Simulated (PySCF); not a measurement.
## A computed series MF4

Computed with PySCF 2.14.0, PBE0, def2-SVP on the ligands, density fitting, scalar-relativistic core potentials, no spin-orbit coupling, vacuum. Each member is relaxed from one template within its symmetry. Distances are means of the shortest metal–ligand contacts, charges and spins Mulliken's; removal energies are rigid, with the ligand's formal charge and no counterpoise, so too large; for an anion taken off a cation in vacuum most of it is the attraction of opposite charges, and multiply charged cations can part far more cheaply with an electron moved from ligand to metal. lcecp potentials hold a fixed number of 4f electrons in the core, out of states, spins and gaps.

```csv
metal,basis on the metal,point group,M–F (Å),charge on M (e),removal of one F (eV),"strongest infrared band, degenerate modes summed (cm⁻¹)",unstable modes (below −25 cm⁻¹)
Ce,lcecp-2-SVP with ECP46,Td,2.033,1.73,12.62,626,0
Pr,lcecp-2-SVP with ECP47,Td,2.025,1.65,12.76,630,0
Nd,lcecp-2-SVP with ECP48,Td,2.011,1.66,12.83,637,0
Tb,lcecp-2-SVP with ECP53,Td,1.953,1.61,13.26,658,0
Hf,def2-SVP with ECP60,Td,1.905,1.44,13.77,666,0
Pb,def2-SVP with ECP60,Td,2.004,1.52,13.04,618,0
```

Question: What does the calculation give for Dy, lcecp-2-SVP with ECP54?

Answer: point group: Td, M–F (Å): 1.945, charge on M (e): 1.59, removal of one F (eV): 13.35, strongest infrared band, degenerate modes summed (cm⁻¹): 658, unstable modes (below −25 cm⁻¹): 0.
```xyz
5

Dy    0.0000    0.0000    0.0000
F     1.1227    1.1227    1.1227
F    -1.1227   -1.1227    1.1227
F     1.1227   -1.1227   -1.1227
F    -1.1227    1.1227   -1.1227
```

From Ce to Dy the M–F distance shrinks by 0.09 Å, the lanthanide contraction, and the energy to remove one F rises by 0.73 eV.

One start shape was tried for each, so a minimum needn't be the lowest isomer. Oxidation states forced by the potential, rare, strongly oxidising or of another configuration in reality: PrF4, NdF4, TbF4, DyF4.
